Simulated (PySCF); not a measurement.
C4H6O4Zn, SMILES CC1[O][Zn]2([O]C(C)=[O]->2)<-[O]=1.

Geometry optimised at PBE-D3(BJ)/def2-SVP. The isomer is the one that the SMILES or the coordinates give; other isomers of the formula were not compared. The values are those of a single conformer.

Method: PySCF with M06-2X/def2-SVP.

Gas-phase values at a fixed geometry.

```json
{
 "total_energy": "-2235.65570 hartree",
 "highest_occupied_level": "-9.99 eV",
 "lowest_empty_level": "0.31 eV",
 "orbital_gap": "10.29 eV",
 "dipole_moment": "0.17 D",
 "quadrupole, principal values (traceless, Buckingham form, about the centre of nuclear charge)": "-9.70, -9.67, 19.37 D·Å",
 "mean_static_polarisability": "65.5 bohr³ (9.70 Å³)",
 "polarisability_principal_values": "50.6, 50.6, 95.1 bohr³"
}
```
